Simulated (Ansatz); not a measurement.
Stepwise reaction of `CB(C)C=O` with hydrogen, as a gas-phase model of exchange steps in deposition or etching. ΔE in kJ/mol; ΔG adds harmonic PBE0-D4 terms to CCSD(T)/CBS, at 1 bar.

Calculated with Ansatz (gas phase, PBE0-D4/def2-TZVP geometries, no zero-point term in ΔE). CCSD(T)/CBS adds triple-zeta CCSD(T) − MP2 to the extrapolated MP2 energy (def2 sets, frozen cores). This one scheme is used for every species. DFT in def2-TZVPP. B3LYP here is the variant with VWN-RPA as its local correlation; programs differ in this. Each species was taken in one conformer, which may not be the lowest.

| step | reaction | PBE-D4 | B3LYP-D4 | ωB97M-V | CCSD(T)/CBS | ΔG(500 K) |
| --- | --- | --- | --- | --- | --- | --- |
| 1 | `CB(C)C=O` + H₂ → `CBC=O` + CH₄ | -10.5 | -16.1 | -13.3 | -13.8 | -5.5 |
| 2 | `CBC=O` + H₂ → `BC=O` + CH₄ | -15.4 | -14.2 | -13.1 | -13.8 | -4.2 |

Problem. By hand: ΔE of the 2 steps together at CCSD(T)/CBS.

Solution. (-13.8) + (-13.8) = -27.6 kJ/mol, or -13.8 kJ/mol a step.

In ΔE the steps differ by no more than 0.0 kJ/mol. All are downhill at CCSD(T)/CBS. ΔG lies between -5.5 and -4.2 kJ/mol a step. PBE-D4 differs from CCSD(T)/CBS by -1.6 to 3.3 kJ/mol a step. Isolated molecules leave out the surface, adducts and barriers. Largest T1 diagnostic: 0.021.
